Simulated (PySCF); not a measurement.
First SCF of a structure search on singlet MoSe₃, at a hand-made trigonal pyramidal geometry. PySCF input:

```python
from pyscf import gto, scf, dft
mol = gto.M(atom='''
Mo     0.000000     0.000000     0.000000
Se     2.013100     0.000000     1.070400
Se    -1.006600     1.743400     1.070400
Se    -1.006600    -1.743400     1.070400''',
    basis={'Mo': 'def2-SVP', 'Se': 'def2-SVP'},
    ecp={'Mo': 'def2-SVP'},
    charge=0, spin=0)
mf = dft.RKS(mol, xc='B3LYP')
mf.grids.atom_grid = (50, 194)
aux = {'Mo': 'def2-universal-JKFIT', 'Se': 'def2-universal-JKFIT'}
mf = mf.density_fit(auxbasis=aux)
mf.conv_tol = 1e-08
mf.diis_space = 10
mf.max_cycle = 60
mf.init_guess = 'minao'
mf.verbose = 4
mf.kernel()
```

Excerpt of the output (cycles and frontier levels):

```
init E= -7262.13237319221
  HOMO = -0.429285583909393  LUMO = -0.388765573639447  gap/eV = 1.10261
cycle= 1 E= -7272.07226116818  delta_E= -9.94  |g|= 0.628  |ddm|= 3.88
  HOMO = -0.170072032256736  LUMO = -0.0589611162042516  gap/eV = 3.02348
cycle= 2 E= -7271.14411406681  delta_E= 0.928  |g|= 1.82  |ddm|= 2.32
  HOMO = -0.184187170877485  LUMO = -0.177315498724766  gap/eV = 0.18699
cycle= 3 E= -7271.79928749933  delta_E= -0.655  |g|= 1.28  |ddm|= 2.44
  HOMO = -0.209865583573042  LUMO = -0.170350663975857  gap/eV = 1.07526
cycle= 4 E= -7272.13724814625  delta_E= -0.338  |g|= 0.425  |ddm|= 0.65
  HOMO = -0.217847751720403  LUMO = -0.165972652121205  gap/eV = 1.41159
cycle= 5 E= -7272.17564832732  delta_E= -0.0384  |g|= 0.153  |ddm|= 0.212
  HOMO = -0.217216781282207  LUMO = -0.160539322709603  gap/eV = 1.54227
cycle= 6 E= -7272.18113295373  delta_E= -0.00548  |g|= 0.0278  |ddm|= 0.0999
  HOMO = -0.217382538400168  LUMO = -0.159799219686643  gap/eV = 1.56692
cycle= 7 E= -7272.18131166529  delta_E= -0.000179  |g|= 0.00664  |ddm|= 0.0224
  HOMO = -0.217380182478632  LUMO = -0.15966357770504  gap/eV = 1.57055
cycle= 8 E= -7272.18131187629  delta_E= -2.11e-07  |g|= 0.00578  |ddm|= 0.0142
  HOMO = -0.217393567526457  LUMO = -0.159658001873456  gap/eV = 1.57106
cycle= 9 E= -7272.18132477409  delta_E= -1.29e-05  |g|= 0.000399  |ddm|= 0.00859
  HOMO = -0.217417125678245  LUMO = -0.159692269762925  gap/eV = 1.57077
cycle= 10 E= -7272.18132480908  delta_E= -3.5e-08  |g|= 0.000121  |ddm|= 0.000463
  HOMO = -0.217409996186432  LUMO = -0.159693459557182  gap/eV = 1.57055
cycle= 11 E= -7272.18132481352  delta_E= -4.44e-09  |g|= 2.27e-05  |ddm|= 0.00017
  HOMO = -0.217409665230384  LUMO = -0.159698982187519  gap/eV = 1.57039
Extra cycle  E= -7272.18132480943  delta_E= 4.09e-09  |g|= 0.000133  |ddm|= 0.000122
converged SCF energy = -7272.18132480943
```

No lower solution of this spin was found from smeared starts or by a stability analysis within the restricted form, which does not test spin polarisation.

The search for the lowest solution, 3 starts and the stability check together, took 33 s on 2 threads of a shared Arm Neoverse V2 host, with 127 basis functions; the process peaked at 0.58 GiB.
